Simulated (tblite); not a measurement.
Record of a relaxation.

Species: C7H4N3 (doublet state).
Numbering: `[H]/[N:7]=[C:6]/[c:5]1[cH:4][c:3]([C:2]#[N:1])[n:10][cH:9][cH:8]1` (hydrogens: H11 on C4; H12 on N7; H13 on C8; H14 on C9)
Bond orders are those of one Lewis drawing.

Computed with GFN2-xTB (tblite), gas phase: L-BFGS steps from a force-field or distance-geometry start until the largest atomic force falls under 0.01 eV/Å. 6 of its 67 geometries are shown.

Step 0: E = -696.5958 eV, largest atomic force 5.402 eV/Å
```
atom  x, y, z in Å  |  force x, y, z in eV/Å
N1     -3.343   -1.809   -1.069   -0.197  -0.233  -0.142
C2     -2.510   -1.103   -0.738    0.588   0.990   0.607
C3     -1.425   -0.249   -0.317   -0.711   1.152   0.582
C4     -0.151   -0.651   -0.601    1.059  -0.618  -0.308
C5      0.918    0.149   -0.204    1.254   0.173  -1.288
C6      2.262   -0.359   -0.540    0.047  -3.578   4.047
N7      2.707   -1.323    0.200   -1.341   2.590  -1.974
C8      0.738    1.361    0.436   -0.761   0.020  -0.008
C9     -0.589    1.718    0.682   -0.649  -1.559  -0.644
N10    -1.627    0.927    0.311    0.529   0.921   0.360
H11     0.058   -1.591   -1.094   -0.093   0.038  -0.077
H12     2.143   -1.732    0.989    0.926   0.429  -0.972
H13     1.554    1.995    0.742    0.012  -0.057  -0.079
H14    -0.737    2.667    1.183   -0.662  -0.269  -0.105
```

Step 13: E = -697.6704 eV, largest atomic force 0.827 eV/Å
```
atom  x, y, z in Å  |  force x, y, z in eV/Å
N1     -3.355   -1.753   -0.999    0.207   0.182   0.070
C2     -2.530   -1.006   -0.720    0.052   0.337   0.030
C3     -1.442   -0.129   -0.386   -0.260  -0.181   0.083
C4     -0.178   -0.587   -0.711   -0.428  -0.143  -0.006
C5      0.928    0.156   -0.218   -0.057  -0.347   0.070
C6      2.095   -0.546   -0.154    0.186  -0.451   0.668
N7      2.868   -1.407    0.207    0.022   0.318  -0.477
C8      0.659    1.426    0.356   -0.030  -0.016   0.048
C9     -0.652    1.771    0.611   -0.048  -0.395   0.138
N10    -1.687    0.992    0.315   -0.119  -0.094  -0.345
H11    -0.081   -1.554   -1.197    0.198   0.285   0.071
H12     2.817   -2.043    1.002   -0.025   0.314  -0.161
H13     1.482    2.036    0.674    0.103   0.167   0.086
H14    -0.924    2.643    1.198    0.199   0.022  -0.275
```

Step 26: E = -697.9332 eV, largest atomic force 0.373 eV/Å
```
atom  x, y, z in Å  |  force x, y, z in eV/Å
N1     -3.452   -1.633   -1.036   -0.072   0.043  -0.078
C2     -2.611   -0.899   -0.780   -0.296  -0.210  -0.085
C3     -1.501   -0.109   -0.400   -0.107  -0.070   0.098
C4     -0.258   -0.666   -0.615    0.076   0.180  -0.004
C5      0.851    0.006   -0.025    0.027   0.112   0.133
C6      1.980   -0.696    0.160    0.132   0.049  -0.059
N7      3.002   -1.331    0.096    0.107   0.010   0.014
C8      0.607    1.320    0.492    0.216   0.128  -0.197
C9     -0.683    1.786    0.546    0.033  -0.121   0.255
N10    -1.744    1.048    0.229    0.117   0.144  -0.261
H11    -0.086   -1.557   -1.199   -0.208  -0.082   0.166
H12     3.343   -1.971    0.802    0.033   0.018  -0.045
H13     1.458    1.929    0.762   -0.118  -0.028   0.169
H14    -0.907    2.772    0.946    0.060  -0.173  -0.107
```

Step 40: E = -698.0606 eV, largest atomic force 0.157 eV/Å
```
atom  x, y, z in Å  |  force x, y, z in eV/Å
N1     -3.591   -1.462   -1.185   -0.019  -0.017  -0.027
C2     -2.687   -0.848   -0.843   -0.027   0.025   0.001
C3     -1.540   -0.133   -0.400    0.028   0.046  -0.067
C4     -0.317   -0.769   -0.453    0.074   0.025   0.014
C5      0.824   -0.089    0.073    0.007   0.020   0.064
C6      2.019   -0.710    0.142   -0.064   0.083   0.069
N7      3.121   -1.170   -0.019   -0.058   0.006  -0.033
C8      0.595    1.231    0.582    0.093  -0.035  -0.016
C9     -0.662    1.772    0.484    0.017  -0.047  -0.003
N10    -1.728    1.122    0.032   -0.045   0.056   0.003
H11    -0.213   -1.755   -0.879   -0.018  -0.016   0.057
H12     3.613   -1.783    0.618    0.024   0.020   0.001
H13     1.395    1.798    1.031    0.094  -0.082  -0.096
H14    -0.829    2.796    0.795   -0.105  -0.083   0.033
```

Step 53: E = -698.0757 eV, largest atomic force 0.074 eV/Å
```
atom  x, y, z in Å  |  force x, y, z in eV/Å
N1     -3.603   -1.429   -1.227    0.026   0.028  -0.013
C2     -2.694   -0.824   -0.879   -0.008  -0.019  -0.017
C3     -1.540   -0.126   -0.422   -0.009  -0.019   0.019
C4     -0.330   -0.789   -0.417   -0.029   0.011  -0.013
C5      0.812   -0.105    0.091    0.003  -0.010  -0.009
C6      2.007   -0.724    0.176    0.015   0.055   0.004
N7      3.116   -1.146   -0.035    0.028  -0.056   0.040
C8      0.605    1.225    0.573   -0.039  -0.005   0.021
C9     -0.655    1.764    0.489   -0.004   0.011  -0.022
N10    -1.719    1.132    0.008   -0.013  -0.033   0.023
H11    -0.237   -1.798   -0.789   -0.022   0.006   0.012
H12     3.658   -1.732    0.589    0.005   0.023  -0.029
H13     1.431    1.778    0.991    0.004   0.006  -0.025
H14    -0.852    2.772    0.830    0.044   0.002   0.009
```

Step 66: E = -698.0788 eV, largest atomic force 0.009 eV/Å
```
atom  x, y, z in Å  |  force x, y, z in eV/Å
N1     -3.595   -1.404   -1.289   -0.005  -0.001  -0.002
C2     -2.696   -0.819   -0.888   -0.002  -0.001   0.001
C3     -1.550   -0.135   -0.396   -0.004   0.003   0.000
C4     -0.340   -0.801   -0.394   -0.004   0.001  -0.001
C5      0.809   -0.115    0.096    0.001  -0.001  -0.006
C6      2.009   -0.723    0.176    0.005   0.003   0.001
N7      3.118   -1.143   -0.037    0.003   0.000  -0.002
C8      0.606    1.223    0.561   -0.002  -0.005   0.004
C9     -0.656    1.758    0.498    0.003   0.001   0.003
N10    -1.727    1.121    0.040    0.003   0.003   0.000
H11    -0.259   -1.812   -0.759    0.009   0.000   0.003
H12     3.679   -1.707    0.588    0.000  -0.002   0.004
H13     1.441    1.787    0.945   -0.003  -0.001  -0.005
H14    -0.839    2.769    0.838   -0.002   0.001   0.000
```

**Question.** Summarise the path.

**Answer.** The energy falls by 1.4829 eV from step 0 to step 66; nine tenths of that is first reached at step 26. It falls at every step. The largest force goes from 5.402 to 0.009 eV/Å. Among the bonds C5–C6 changes most, from 1.475 to 1.348 Å; the atoms move by 0.592 Å rms after alignment.

**Question.** Follow the three bonds and two angles with the largest change from start to end.

**Answer.** 
```json
{"step": "0", "E above end (eV)": "1.4829", "largest force (eV/Å)": "5.402", "C5–C6 (Å)": "1.475", "C6=N7 (Å)": "1.294", "C5–C8 (Å)": "1.383", "C5–C6–N7 (°)": "116.1", "N10–C9–H14 (°)": "122.2"}
{"step": "3", "E above end (eV)": "0.9956", "largest force (eV/Å)": "2.749", "C5–C6 (Å)": "1.409", "C6=N7 (Å)": "1.242", "C5–C8 (Å)": "1.389", "C5–C6–N7 (°)": "125.3", "N10–C9–H14 (°)": "119.6"}
{"step": "6", "E above end (eV)": "0.7826", "largest force (eV/Å)": "0.871", "C5–C6 (Å)": "1.389", "C6=N7 (Å)": "1.217", "C5–C8 (Å)": "1.397", "C5–C6–N7 (°)": "137.9", "N10–C9–H14 (°)": "115.6"}
{"step": "9", "E above end (eV)": "0.6065", "largest force (eV/Å)": "0.752", "C5–C6 (Å)": "1.380", "C6=N7 (Å)": "1.215", "C5–C8 (Å)": "1.418", "C5–C6–N7 (°)": "146.7", "N10–C9–H14 (°)": "112.3"}
{"step": "11", "E above end (eV)": "0.5140", "largest force (eV/Å)": "0.538", "C5–C6 (Å)": "1.375", "C6=N7 (Å)": "1.212", "C5–C8 (Å)": "1.417", "C5–C6–N7 (°)": "149.1", "N10–C9–H14 (°)": "112.1"}
{"step": "14", "E above end (eV)": "0.3631", "largest force (eV/Å)": "0.708", "C5–C6 (Å)": "1.359", "C6=N7 (Å)": "1.211", "C5–C8 (Å)": "1.425", "C5–C6–N7 (°)": "162.8", "N10–C9–H14 (°)": "114.1"}
{"step": "17", "E above end (eV)": "0.2850", "largest force (eV/Å)": "0.501", "C5–C6 (Å)": "1.345", "C6=N7 (Å)": "1.210", "C5–C8 (Å)": "1.437", "C5–C6–N7 (°)": "172.1", "N10–C9–H14 (°)": "114.4"}
{"step": "20", "E above end (eV)": "0.2346", "largest force (eV/Å)": "0.247", "C5–C6 (Å)": "1.342", "C6=N7 (Å)": "1.203", "C5–C8 (Å)": "1.427", "C5–C6–N7 (°)": "173.0", "N10–C9–H14 (°)": "114.7"}
{"step": "23", "E above end (eV)": "0.2020", "largest force (eV/Å)": "0.279", "C5–C6 (Å)": "1.345", "C6=N7 (Å)": "1.207", "C5–C8 (Å)": "1.434", "C5–C6–N7 (°)": "170.1", "N10–C9–H14 (°)": "116.4"}
{"step": "26", "E above end (eV)": "0.1456", "largest force (eV/Å)": "0.373", "C5–C6 (Å)": "1.342", "C6=N7 (Å)": "1.204", "C5–C8 (Å)": "1.433", "C5–C6–N7 (°)": "169.1", "N10–C9–H14 (°)": "115.2"}
{"step": "29", "E above end (eV)": "0.0969", "largest force (eV/Å)": "0.304", "C5–C6 (Å)": "1.342", "C6=N7 (Å)": "1.203", "C5–C8 (Å)": "1.426", "C5–C6–N7 (°)": "170.8", "N10–C9–H14 (°)": "113.9"}
{"step": "32", "E above end (eV)": "0.0622", "largest force (eV/Å)": "0.274", "C5–C6 (Å)": "1.349", "C6=N7 (Å)": "1.206", "C5–C8 (Å)": "1.433", "C5–C6–N7 (°)": "170.1", "N10–C9–H14 (°)": "114.2"}
{"step": "34", "E above end (eV)": "0.0482", "largest force (eV/Å)": "0.204", "C5–C6 (Å)": "1.347", "C6=N7 (Å)": "1.204", "C5–C8 (Å)": "1.431", "C5–C6–N7 (°)": "169.9", "N10–C9–H14 (°)": "113.6"}
{"step": "37", "E above end (eV)": "0.0283", "largest force (eV/Å)": "0.255", "C5–C6 (Å)": "1.345", "C6=N7 (Å)": "1.207", "C5–C8 (Å)": "1.427", "C5–C6–N7 (°)": "169.2", "N10–C9–H14 (°)": "114.1"}
{"step": "40", "E above end (eV)": "0.0182", "largest force (eV/Å)": "0.157", "C5–C6 (Å)": "1.349", "C6=N7 (Å)": "1.205", "C5–C8 (Å)": "1.433", "C5–C6–N7 (°)": "168.3", "N10–C9–H14 (°)": "115.9"}
{"step": "43", "E above end (eV)": "0.0088", "largest force (eV/Å)": "0.157", "C5–C6 (Å)": "1.348", "C6=N7 (Å)": "1.205", "C5–C8 (Å)": "1.430", "C5–C6–N7 (°)": "166.5", "N10–C9–H14 (°)": "115.5"}
{"step": "46", "E above end (eV)": "0.0056", "largest force (eV/Å)": "0.070", "C5–C6 (Å)": "1.347", "C6=N7 (Å)": "1.205", "C5–C8 (Å)": "1.428", "C5–C6–N7 (°)": "166.0", "N10–C9–H14 (°)": "114.8"}
{"step": "49", "E above end (eV)": "0.0045", "largest force (eV/Å)": "0.049", "C5–C6 (Å)": "1.348", "C6=N7 (Å)": "1.205", "C5–C8 (Å)": "1.431", "C5–C6–N7 (°)": "165.5", "N10–C9–H14 (°)": "114.8"}
{"step": "52", "E above end (eV)": "0.0035", "largest force (eV/Å)": "0.061", "C5–C6 (Å)": "1.348", "C6=N7 (Å)": "1.205", "C5–C8 (Å)": "1.430", "C5–C6–N7 (°)": "165.0", "N10–C9–H14 (°)": "114.4"}
{"step": "55", "E above end (eV)": "0.0017", "largest force (eV/Å)": "0.092", "C5–C6 (Å)": "1.347", "C6=N7 (Å)": "1.205", "C5–C8 (Å)": "1.429", "C5–C6–N7 (°)": "164.6", "N10–C9–H14 (°)": "114.6"}
{"step": "57", "E above end (eV)": "0.0008", "largest force (eV/Å)": "0.046", "C5–C6 (Å)": "1.348", "C6=N7 (Å)": "1.205", "C5–C8 (Å)": "1.429", "C5–C6–N7 (°)": "164.4", "N10–C9–H14 (°)": "115.0"}
{"step": "60", "E above end (eV)": "0.0004", "largest force (eV/Å)": "0.059", "C5–C6 (Å)": "1.349", "C6=N7 (Å)": "1.205", "C5–C8 (Å)": "1.430", "C5–C6–N7 (°)": "164.4", "N10–C9–H14 (°)": "114.9"}
{"step": "63", "E above end (eV)": "0.0001", "largest force (eV/Å)": "0.024", "C5–C6 (Å)": "1.348", "C6=N7 (Å)": "1.205", "C5–C8 (Å)": "1.430", "C5–C6–N7 (°)": "164.7", "N10–C9–H14 (°)": "114.8"}
{"step": "66", "E above end (eV)": "0.0000", "largest force (eV/Å)": "0.009", "C5–C6 (Å)": "1.348", "C6=N7 (Å)": "1.205", "C5–C8 (Å)": "1.430", "C5–C6–N7 (°)": "165.1", "N10–C9–H14 (°)": "114.8"}
```

The cost below is that of the whole relaxation. Time: 0.44 s wall. Hardware: an Arm Neoverse V1 with one thread, no GPU, on a shared host.
